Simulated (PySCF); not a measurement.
C₄H₈OSi, SMILES [SiH]1(C)CC(=O)C1. Geometry optimised at B3LYP-D3(BJ)/def2-SVP. The structure was generated by enumeration, and PubChem lists no compound with its InChIKey, so it may never have been made.

Computed equilibrium geometry at B3LYP-D3(BJ)/def2-SVP (PySCF confirms it by a frequency run) as bond lengths and angles, and its point group:
point group Cs.
Atoms: C1 Si2 C3 C4 O5 C6 H7 H8 H9 H10 H11 H12 H13 H14. Bonded distances (Å): C1–Si2 1.876, C1–H7 1.101, C1–H8 1.102, C1–H9 1.102, Si2–C3 1.917, Si2–C6 1.917, Si2–H10 1.489, C3–C4 1.538, C3–H11 1.098, C3–H12 1.105, C4–O5 1.204, C4–C6 1.538, C6–H13 1.105, C6–H14 1.098. Angles (°): Si2–C1–H7 110.7, Si2–C1–H8 110.9, Si2–C1–H9 110.9, H7–C1–H8 108.2, H7–C1–H9 108.2, H8–C1–H9 107.8, C1–Si2–C3 118.3, C1–Si2–C6 118.3, C1–Si2–H10 111.9, C3–Si2–C6 77.7, C3–Si2–H10 113.4, C6–Si2–H10 113.4, Si2–C3–C4 86.2, Si2–C3–H11 126.1, Si2–C3–H12 108.5, C4–C3–H11 114.8, C4–C3–H12 109.8, H11–C3–H12 109.1, C3–C4–O5 128.1, C3–C4–C6 102.8, O5–C4–C6 128.1, Si2–C6–C4 86.2, Si2–C6–H13 108.5, Si2–C6–H14 126.1, C4–C6–H13 109.8, C4–C6–H14 114.8, H13–C6–H14 109.1.
Charge 0, spin multiplicity 1.
